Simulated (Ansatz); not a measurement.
```yaml
crystal:
  periodic: [false, false, false]
  atoms:
    - {symbol: B, position_ang: [-0.436022, 1.160530, -0.380015]}
    - {symbol: C, position_ang: [-0.184545, -0.349926, -0.245563]}
    - {symbol: C, position_ang: [0.688704, -0.842064, 0.639157]}
    - {symbol: Cl, position_ang: [-1.058713, -1.454360, -1.271090]}
    - {symbol: H, position_ang: [-1.214558, 1.600349, -1.167658]}
    - {symbol: H, position_ang: [0.183784, 1.884478, 0.341307]}
    - {symbol: H, position_ang: [0.882584, -1.903311, 0.752251]}
    - {symbol: H, position_ang: [1.230966, -0.152698, 1.275711]}
basis:
  gaussian: {orbitals: pcseg-2, nuclear_model: gaussian}
magnetization: {spin_polarized: true, initial_magnetization: 1}
hamiltonian: {xc: {name: B97M-V}}
```

```sh
$ ansatz run in.yaml --threads 2 --pin off --events-out ev --progress --plain --max-ram 4352MiB
```

It prints (some lines left out):

```
Error: a molecule whose nuclei and cores have a total charge of 38 cannot have a net charge of 0 together with 1 unpaired electrons
```

Q: Something in this input is off. What?

A: The number of unpaired electrons doesn't fit the electron count. The input was rejected before any iteration.
